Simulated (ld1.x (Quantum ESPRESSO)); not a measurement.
**hafnium (Hf): variants of one TM potential**

Base potential:

```json
{
 "Element": "Hf (Z = 72)",
 "Generator": "ld1.x (Quantum ESPRESSO) 7.5",
 "Type": "norm-conserving Troullier–Martins (Kleinman–Bylander form)",
 "Functional": "revPBE",
 "Relativity": "fully relativistic",
 "Frozen core": "[Xe] 4f14",
 "Valence charge": "4",
 "Reference configuration": "5d2 6s1.5 6p0.5",
 "Partial waves": "6p (bound): rc 4.20 bohr; 5d (bound): rc 1.95 bohr; 6s (bound): rc 2.95 bohr",
 "Local potential": "the s channel",
 "Core correction": "a·sin(br)/r model core inside 0.95 bohr"
}
```

Open shells are filled in proportion to 2j + 1 (rel_dist='average').

All-electron outer shells of the reference configuration (revPBE, scalar-relativistic, ld1.x):

```
shell  level (eV)  outermost node (bohr)  outermost maximum (bohr)
   5p      -36.31                   0.60                      1.16
   4f      -17.56                      –                      0.45
   6s       -5.52                   1.37                      2.89
   5d       -3.25                   0.67                      1.69
   6p       -1.72                   1.66                      4.00
```

Cutoffs, loose and tight: the cutoffs (Ry, on a coarse ladder) from which the occupation-weighted sum of valence levels, in a spherical-Bessel basis at the reference potential, stays within 10 and 1 mRy of its value at 400 Ry. They do not see the model core or the augmentation charge, which bear on the density cutoff. Test errors are all-electron minus pseudo excitation energies from the reference, over the configurations 5d2 6s2 6p0; 5d2 6s1 6p0; 5d2 6s0 6p0; 5d1 6s0 6p0; 5d1 6s2 6p0; 5d2 6s0 6p2; 5d2 6s1.5 6p0. A dash means not determined; rows that change the core or the reference have their own tests.

| change | outcome | cutoff, loose | cutoff, tight | bound ghosts | largest test error (meV) |
| --- | --- | --- | --- | --- | --- |
| base | generated | 25 Ry | 30 Ry | none | -254 |
| wave 6s (bound): rc 2.95 bohr becomes 6s (bound): rc 2.02 bohr | generated | 25 Ry | 55 Ry | none | -293 |
| wave 6s (bound): rc 2.95 bohr becomes 6s (bound): rc 2.44 bohr | generated | 25 Ry | 30 Ry | none | -258 |
| wave 6s (bound): rc 2.95 bohr becomes 6s (bound): rc 3.02 bohr | generated | 25 Ry | 30 Ry | none | -257 |
| wave 6s (bound): rc 2.95 bohr becomes 6s (bound): rc 3.28 bohr | generated | 25 Ry | 30 Ry | none | -283 |
| wave 6s (bound): rc 2.95 bohr becomes 6s (bound): rc 3.80 bohr | generated | 25 Ry | 30 Ry | none | -368 |
| wave 6s (bound): rc 2.95 bohr becomes 6s (bound): rc 4.38 bohr | generated | 25 Ry | 30 Ry | none | -570 |

Reading the sweep of the s radius (base included, trends over the rows without a ghost): The loose cutoff stays near 25 Ry. The median size of the test errors (rows with all tests solved) rises from 4.6 meV at 2.02 to 59.5 meV at 4.38 bohr, with one reversal. More of the atom is replaced by a form fitted at one configuration, so other configurations suffer as the radius grows.
